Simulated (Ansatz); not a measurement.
Abstraction of Br: GeH2(CH3)Br + CH3Mg → GeH2(CH3) + Mg(CH3)Br

Gas-phase species: GeH2(CH3)Br, singlet; CH3Mg `[CH3][Mg]`, doublet; GeH2(CH3), doublet; Mg(CH3)Br, singlet. A radical takes Br: the energy is the difference in strength between the Ge–Br bond broken and the Mg–Br bond made.

Shapes, held fixed at every level: PBE0-D4/def2-TZVP. Programs: Ansatz 0.2.0. The zero-point and thermal change to 298 K, harmonic and unscaled (PBE0-D4/def2-TZVP), is -1.8 kJ/mol.

| level | kind | ΔH(298 K) (kJ/mol) | less CCSD(T)/def2-TZVPP |
| --- | --- | --- | --- |
| MP2/def2-TZVPP | perturbation theory | -47.6 | +3.9 |
| HF/def2-TZVPP | Hartree–Fock | -61.8 | -10.3 |
| SPW92/def2-TZVPP | LDA | -35.5 | +16.0 |
| PBE-D4/def2-TZVPP | GGA | -42.7 | +8.8 |
| PBE0-D4/def2-TZVPP | global hybrid | -46.3 | +5.2 |
| wB97M-V/def2-TZVPP | range-separated hybrid | -63.8 | -12.3 |
| CCSD(T)/def2-TZVPP | coupled cluster or CI | -51.5 | 0.0 |

The highest level, CCSD(T)/def2-TZVPP, gives ΔH(298 K) = -51.5 kJ/mol; the levels span -63.8 to -35.5. The column of differences is taken from that level and isn't an error. No measured value is set beside it here. Open shells run unrestricted. Relativity is left out for Br, Ge. Outer-core shells of Br, Ge, Mg are correlated, in sets that cover them unevenly.
